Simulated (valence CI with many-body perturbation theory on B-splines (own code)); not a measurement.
Which ion has this spectrum?

A relativistic CI+MBPT calculation for an atom or ion with 6 electrons gives these levels (cm⁻¹):

```
J  Parity       E     g
0    even       0      
1    even   29659  1.50
2    even   55742  1.45
2    even  140771  1.05
0    even  242382      
2     odd  333655  1.99
2     odd  578989  1.20
1     odd  580238  0.56
3     odd  586888  1.33
0     odd  678715      
1     odd  681200  1.45
2     odd  687043  1.46
1     odd  838778  1.91
2     odd  845572  1.01
```

The energies are calculated, with errors of perhaps 400 cm⁻¹, more in some levels.

(1) Which is it?
A. Ca14+
B. Sc15+
C. Ti16+
D. V17+

## Answers

(1) C. Ti16+, ground level 2s²2p² ³P_0.
